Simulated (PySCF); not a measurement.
PySCF input for Ga(Me)3 (C3H9Ga), SMILES [CH3][Ga]([CH3])[CH3], r2SCAN-D4/def2-SVP. Coordinates come from a r2SCAN-D4/def2-SVP optimisation. The isomer is the one that the SMILES or the coordinates give; other isomers of the formula were not compared.

```python
import numpy as np
from pyscf import gto, scf, dft
from pyscf.hessian import thermo

mol = gto.M(
    atom='''
    Ga   -0.00033845    0.00020780    0.00037808
    C    -1.35976882   -1.42029393   -0.15478594
    H    -1.39008600   -1.80072205   -1.19074209
    H    -2.36513761   -1.01596994    0.05375152
    H    -1.18315054   -2.27345683    0.51765775
    C    -0.18075995    1.65764347   -1.05343046
    H     0.72483626    1.82850265   -1.66036854
    H    -0.26621067    2.52621357   -0.37740154
    H    -1.05296826    1.65971835   -1.72459151
    C     1.54111926   -0.23760186    1.20763882
    H     2.22162273    0.62713226    1.22768241
    H     2.12311760   -1.12646200    0.90798731
    H     1.19492569   -0.42988372    2.23776948
    ''',
    basis='def2-SVP',
    charge=0,
    spin=0,
    max_memory=1600,
    verbose=3,
)
mf = dft.RKS(mol, xc='r2scan').density_fit(auxbasis='def2-universal-jkfit')
mf.disp = 'd4'
mf.grids.level = 4
mf.conv_tol = 1e-11
mf.max_cycle = 100
mf.kernel()

# [left out here: the lines that compute and print the analytic Hessian (its translational invariance restored by hand, since the grid's response is missing), thermochemistry and intensities]
```

Log of the run:

```
converged SCF energy = -2044.17166443216

WARN: MGGA Hessian is sensitive to dft grids. grids.level 4 may not be dense enough.


WARN: DFTD4 does not support analytical Hessian, using finite difference.


WARN: Mole.unit (angstrom) is changed to Bohr

Mode                                 0                   1                   2
Irrep
Freq [cm^-1]                      -26.9884            -22.9190             29.7849
Reduced mass [au]                   1.0403              1.0408              1.0445
Force const [Dyne/A]               -0.0004             -0.0003              0.0005
Char temp [K]                     -38.8303            -32.9753             42.8539
Normal mode                   x     y     z       x     y     z       x     y     z
       0  Ga                -0.00  0.00  0.00   -0.00  0.00 -0.00    0.01 -0.01 -0.01
       1   C                 0.02 -0.02 -0.03    0.01 -0.01 -0.01   -0.01  0.01  0.01
       2   H                -0.11  0.12 -0.08    0.33 -0.27  0.08   -0.29  0.23 -0.06
       3   H                 0.04 -0.07  0.16   -0.06  0.04 -0.41    0.05 -0.03  0.37
       4   H                 0.12 -0.10 -0.16   -0.18  0.15  0.25    0.15 -0.13 -0.21
       5   C                -0.00  0.00  0.01   -0.02  0.02  0.03   -0.01  0.01  0.01
       6   H                -0.19 -0.29 -0.35   -0.02  0.05  0.04    0.09  0.20  0.22
       7   H                 0.50  0.08 -0.03   -0.04  0.00  0.05   -0.31 -0.05  0.05
       8   H                -0.25  0.18  0.32   -0.02  0.02  0.03    0.12 -0.10 -0.17
       9   C                -0.01  0.01  0.02    0.01 -0.02 -0.02   -0.01  0.01  0.02
      10   H                 0.08 -0.06 -0.12    0.21 -0.16 -0.29    0.14 -0.11 -0.20
      11   H                -0.12 -0.11  0.19   -0.21 -0.25  0.24   -0.18 -0.18  0.26
      12   H                -0.05  0.24  0.05   -0.01  0.38  0.05   -0.06  0.35  0.07
Mode                                 3                   4                   5
Irrep
Freq [cm^-1]                      146.0211            146.2172            150.9511
Reduced mass [au]                   2.5587              2.5506              2.5473
Force const [Dyne/A]                0.0321              0.0321              0.0342
Char temp [K]                     210.0919            210.3740            217.1851
Normal mode                   x     y     z       x     y     z       x     y     z
       0  Ga                 0.03  0.03  0.02    0.01 -0.03  0.03   -0.04  0.02  0.05
       1   C                 0.01  0.05 -0.04   -0.09  0.08 -0.10    0.05 -0.05 -0.06
       2   H                 0.03  0.10 -0.06   -0.05  0.17 -0.14    0.10  0.08 -0.11
       3   H                 0.01  0.06 -0.05   -0.05  0.20 -0.16    0.00 -0.18 -0.03
       4   H                -0.03  0.01 -0.08   -0.25  0.00 -0.16    0.13 -0.11 -0.17
       5   C                -0.13 -0.05 -0.08   -0.03 -0.05  0.01    0.07 -0.03 -0.06
       6   H                -0.19 -0.02 -0.16   -0.05 -0.03 -0.02    0.16 -0.12  0.05
       7   H                -0.19  0.01 -0.17   -0.04 -0.03 -0.01    0.01  0.04 -0.15
       8   H                -0.17 -0.23 -0.02   -0.04 -0.08  0.02    0.16 -0.07 -0.17
       9   C                -0.01 -0.11  0.03    0.06  0.10 -0.01    0.05 -0.02 -0.08
      10   H                 0.08 -0.18  0.11   -0.02  0.17 -0.12    0.12 -0.07 -0.20
      11   H                -0.09 -0.15 -0.01    0.13  0.14  0.02   -0.05 -0.07 -0.14
      12   H                -0.06 -0.15  0.01    0.14  0.15  0.02    0.19  0.03 -0.02
Mode                                 6                   7                   8
Irrep
Freq [cm^-1]                      521.9393            576.7992            577.3451
Reduced mass [au]                   3.4616              3.2104              3.7917
Force const [Dyne/A]                0.5556              0.6293              0.7447
Char temp [K]                     750.9544            829.8856            830.6710
Normal mode                   x     y     z       x     y     z       x     y     z
       0  Ga                -0.00 -0.00  0.00   -0.05 -0.02 -0.02   -0.01  0.05 -0.03
       1   C                -0.10 -0.10 -0.02    0.09  0.12  0.03   -0.07 -0.05 -0.01
       2   H                -0.12 -0.15 -0.00    0.24  0.22 -0.01   -0.06 -0.08 -0.01
       3   H                -0.11 -0.13  0.01    0.03  0.00 -0.04   -0.09 -0.10 -0.01
       4   H                -0.06 -0.07  0.01    0.15  0.07 -0.04   -0.04 -0.05 -0.01
       5   C                -0.01  0.13 -0.07   -0.00 -0.00 -0.01    0.02 -0.16  0.08
       6   H                -0.03  0.12 -0.10   -0.00  0.02 -0.00    0.01 -0.09  0.09
       7   H                -0.03  0.16 -0.12   -0.00 -0.03  0.03    0.03 -0.24  0.19
       8   H                -0.02  0.07 -0.06   -0.01  0.03 -0.00   -0.01 -0.12  0.12
       9   C                 0.11 -0.03  0.09    0.12 -0.04  0.08    0.07 -0.00  0.07
      10   H                 0.08  0.00  0.06    0.06  0.01  0.12    0.11 -0.03  0.05
[...]
       1   C                -0.03  0.02  0.03   -0.00 -0.00  0.02    0.02 -0.01 -0.03
       2   H                 0.04 -0.32  0.15   -0.11 -0.04  0.03    0.05  0.22 -0.10
       3   H                 0.04  0.27 -0.18   -0.01  0.11 -0.20   -0.02 -0.22  0.22
       4   H                 0.29 -0.25 -0.39    0.17 -0.06 -0.10   -0.26  0.17  0.28
       5   C                 0.01 -0.00 -0.01    0.02 -0.02 -0.04    0.02 -0.01 -0.02
       6   H                 0.03 -0.00  0.03    0.26  0.01  0.35    0.16 -0.04  0.20
       7   H                -0.04  0.01 -0.02   -0.19  0.11 -0.22   -0.18  0.08 -0.15
       8   H                -0.04  0.03  0.06   -0.35  0.18  0.44   -0.22  0.15  0.29
       9   C                 0.02 -0.02 -0.03   -0.01  0.02  0.02    0.02 -0.02 -0.03
      10   H                -0.25  0.19  0.35    0.14 -0.09 -0.28   -0.21  0.16  0.33
      11   H                -0.25 -0.19 -0.01    0.11  0.07  0.08   -0.21 -0.14 -0.05
      12   H                 0.20  0.19  0.08   -0.11 -0.24 -0.07    0.18  0.22  0.08
Mode                                24                  25                  26
Irrep
Freq [cm^-1]                     3023.2017           3023.3907           3024.7277
Reduced mass [au]                   1.0358              1.0358              1.0357
Force const [Dyne/A]                5.5777              5.5784              5.5828
Char temp [K]                    4349.7142           4349.9861           4351.9097
Normal mode                   x     y     z       x     y     z       x     y     z
       0  Ga                -0.00 -0.00 -0.00   -0.00  0.00 -0.00   -0.00  0.00 -0.00
       1   C                 0.03  0.02  0.01   -0.01 -0.01 -0.01    0.02  0.02  0.01
       2   H                -0.00 -0.15 -0.44    0.00  0.08  0.23   -0.00 -0.11 -0.30
       3   H                -0.40  0.17  0.09    0.21 -0.09 -0.05   -0.28  0.12  0.06
       4   H                 0.07 -0.28  0.23   -0.04  0.15 -0.12    0.05 -0.19  0.16
       5   C                 0.00  0.00 -0.00   -0.00 -0.03  0.01   -0.00 -0.03  0.01
       6   H                -0.03 -0.00  0.02    0.37  0.05 -0.24    0.32  0.05 -0.21
       7   H                 0.00 -0.03 -0.02   -0.04  0.35  0.29   -0.03  0.31  0.26
       8   H                 0.02  0.00  0.02   -0.29 -0.01 -0.22   -0.26 -0.01 -0.19
       9   C                 0.02 -0.01  0.02    0.02 -0.01  0.02   -0.02  0.01 -0.02
      10   H                -0.19 -0.26  0.00   -0.15 -0.21  0.00    0.16  0.21 -0.00
      11   H                -0.21  0.32  0.12   -0.16  0.26  0.09    0.17 -0.27 -0.10
      12   H                 0.13  0.06 -0.36    0.11  0.05 -0.29   -0.11 -0.05  0.30
Mode                                27                  28                  29
Irrep
Freq [cm^-1]                     3116.1347           3116.2043           3116.4881
Reduced mass [au]                   1.0987              1.0988              1.0988
Force const [Dyne/A]                6.2856              6.2868              6.2879
Char temp [K]                    4483.4240           4483.5241           4483.9325
Normal mode                   x     y     z       x     y     z       x     y     z
       0  Ga                 0.00  0.00  0.00    0.00 -0.00 -0.00   -0.00  0.00  0.00
       1   C                -0.03  0.02  0.04    0.03 -0.02 -0.05   -0.01  0.00  0.01
       2   H                -0.02 -0.16 -0.44    0.02  0.16  0.45   -0.00 -0.03 -0.08
       3   H                 0.42 -0.17 -0.08   -0.43  0.17  0.08    0.07 -0.03 -0.01
       4   H                -0.01  0.04 -0.02    0.01 -0.04  0.02   -0.00  0.01 -0.00
       5   C                 0.00 -0.00 -0.00   -0.01  0.01  0.01   -0.04  0.03  0.06
       6   H                 0.00  0.00 -0.00    0.09  0.02 -0.06    0.54  0.11 -0.35
       7   H                -0.00 -0.00  0.00    0.01 -0.09 -0.07    0.04 -0.53 -0.40
       8   H                -0.00  0.00  0.00   -0.01  0.00 -0.00   -0.05  0.01 -0.02
       9   C                 0.03 -0.03 -0.05    0.03 -0.03 -0.04   -0.01  0.00  0.01
      10   H                 0.02  0.01 -0.01    0.02  0.01 -0.01   -0.00 -0.00  0.00
      11   H                -0.25  0.39  0.12   -0.24  0.38  0.12    0.04 -0.07 -0.02
      12   H                -0.15 -0.09  0.45   -0.14 -0.09  0.43    0.02  0.02 -0.07
Mode                                30                  31                  32
Irrep
Freq [cm^-1]                     3145.0591           3145.1023           3145.3667
Reduced mass [au]                   1.1029              1.1029              1.1030
Force const [Dyne/A]                6.4276              6.4280              6.4291
Char temp [K]                    4525.0399           4525.1020           4525.4823
Normal mode                   x     y     z       x     y     z       x     y     z
       0  Ga                -0.00  0.00 -0.00   -0.00  0.00 -0.00   -0.00 -0.00 -0.00
       1   C                -0.00  0.00 -0.00   -0.04  0.05 -0.06    0.00 -0.00  0.00
       2   H                 0.00  0.01  0.01   -0.00  0.11  0.27    0.00 -0.00 -0.01
       3   H                 0.02 -0.01 -0.00    0.33 -0.13 -0.08   -0.01  0.00  0.00
       4   H                 0.01 -0.03  0.03    0.13 -0.64  0.50   -0.00  0.02 -0.02
       5   C                 0.00  0.00  0.00   -0.00 -0.00 -0.00   -0.08 -0.02 -0.04
       6   H                -0.01 -0.00  0.00    0.01  0.00 -0.01    0.29  0.05 -0.21
       7   H                 0.00 -0.00 -0.00   -0.00  0.01  0.01   -0.04  0.23  0.18
       8   H                -0.01  0.00 -0.01    0.02 -0.00  0.02    0.65  0.00  0.50
       9   C                 0.04  0.08 -0.02   -0.00 -0.00  0.00    0.00  0.00 -0.00
      10   H                -0.51 -0.65 -0.01    0.02  0.03  0.00   -0.01 -0.01  0.00
      11   H                 0.17 -0.24 -0.09   -0.01  0.01  0.01    0.00 -0.01 -0.00
      12   H                -0.11 -0.05  0.33    0.01  0.00 -0.02   -0.00 -0.00  0.01
temperature 298.1500 [K]
pressure 101325.00 [Pa]
Rotational constants [GHz] 4.91813 4.91720 2.57693
Symmetry number 1
Zero-point energy (ZPE) 0.10528 [Eh]   276400.560 [J/mol]
                           tot       elec      trans        rot        vib
Entropy [J/mol/K]       351.650      0.000    167.904    108.983     74.762
Cv [J/mol/K]             98.458      0.000     12.472     12.472     73.515
Cp [J/mol/K]            106.773      0.000     20.786     12.472     73.515
Internal energy [J/mol]                      3718.434   3718.434 287503.918
Internal energy [Eh]   -2044.05933  -2044.17166
Enthalpy [J/mol]                             6197.391   3718.434 287503.918
Enthalpy [Eh]          -2044.05838
Gibbs free energy [J/mol]                  -43863.329 -28774.965 265213.704
Gibbs free energy [Eh] -2044.09832
mode   freq/cm-1   IR/(km/mol)
   1      -26.99         0.003
   2      -22.92         0.001
   3       29.78         0.413
   4      146.02         3.069
   5      146.22         3.136
   6      150.95         1.878
   7      521.94         0.001
   8      576.80        42.473
   9      577.35        46.602
  10      583.20         1.676
  11      583.94         5.836
  12      639.42         0.000
  13      722.18        68.774
  14      758.11        78.641
  15      758.31        78.482
  16     1200.39        21.412
  17     1200.44        21.401
  18     1204.71         0.003
  19     1422.47         1.325
  20     1422.56         1.323
  21     1425.27         0.021
  22     1427.21         0.009
  23     1427.41         0.025
  24     1430.22         7.340
  25     3023.20        10.619
  26     3023.39        10.549
  27     3024.73         0.112
  28     3116.13         0.052
  29     3116.20        11.139
  30     3116.49        11.289
  31     3145.06        11.909
  32     3145.10        10.942
  33     3145.37        10.517
max |gradient| / (hartree/bohr): 4.7927248417300894e-05
APT charges: [ 1.1868 -0.397   0.0036  0.0025 -0.0066 -0.3969  0.0025  0.0035 -0.0066
 -0.3969 -0.0066  0.0034  0.0026]
```

Self-consistency was reached. The end point has an imaginary mode, so it is no minimum.
